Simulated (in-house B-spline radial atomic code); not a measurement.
Radial electron density of Pd+, [Kr] 4d8 5f1. All numbers are computed (scalar-relativistic (X2C) PBE0, spin-polarised, spherical fractional occupations, exact exchange averaged over the configuration; Fermi nucleus of rms radius 4.5318 fm) with a radial B-spline atomic code at the basis-set limit, not measured.

One-electron X2C: radii and densities carry no picture-change correction, so inner-shell <1/r> comes out high (for 1s by about 2 % at Z = 33, 5 % at 54, 10 % at 75, 30 % at 118) and <r> low.

Columns: r (bohr), 4πr²n(r) (electrons per bohr), bar.

```
 0.00117    2.109 #
 0.00151    3.184 ##
 0.00193    4.697 ###
 0.00247    6.878 ####
 0.00317    9.986 ######
 0.00407    14.27 #########
 0.00521    19.88 ############
 0.00668       27 ################
 0.00857    35.41 #####################
   0.011     44.4 ##########################
  0.0141    52.51 ###############################
  0.0181    57.93 ###################################
  0.0231    58.97 ###################################
  0.0297    55.66 #################################
   0.038    51.09 ##############################
  0.0488    50.61 ##############################
  0.0625    57.96 ###################################
  0.0801    69.37 #########################################
   0.103    73.76 ############################################
   0.132    64.33 ######################################
   0.169    51.12 ##############################
   0.216    50.14 ##############################
   0.278    58.16 ###################################
   0.356    53.62 ################################
   0.456    33.29 ####################
   0.585    17.53 ##########
    0.75    16.02 ##########
   0.961    16.98 ##########
    1.23    12.56 #######
    1.58     6.41 ####
    2.02    2.495 #
     2.6   0.7214 
    3.33   0.1654 
    4.27  0.05424 
    5.47  0.05133 
    7.01  0.03307 
    8.99 0.001828 
    11.5   0.0247 
    14.8  0.09756 
    18.9   0.0671 
    24.3 0.009999 
    31.1 0.0003611 
    39.9 1.899e-06 
    51.2 4.245e-09
```

On this grid the curve has 5 maxima, near 0.0231, 0.103, 0.278, 0.961, 14.8 bohr.

The 4d down radial function P(r) = rR(r), positive near the nucleus:

```json
{"r (bohr)": "0.011", "P": "0.00108"}
{"r (bohr)": "0.0181", "P": "0.004155"}
{"r (bohr)": "0.0297", "P": "0.01502"}
{"r (bohr)": "0.0488", "P": "0.04952"}
{"r (bohr)": "0.0801", "P": "0.1396"}
{"r (bohr)": "0.132", "P": "0.3092"}
{"r (bohr)": "0.216", "P": "0.4512"}
{"r (bohr)": "0.356", "P": "0.2585"}
{"r (bohr)": "0.585", "P": "-0.3867"}
{"r (bohr)": "0.961", "P": "-0.8919"}
{"r (bohr)": "1.58", "P": "-0.7295"}
{"r (bohr)": "2.6", "P": "-0.295"}
{"r (bohr)": "4.27", "P": "-0.04852"}
{"r (bohr)": "7.01", "P": "-0.00182"}
```
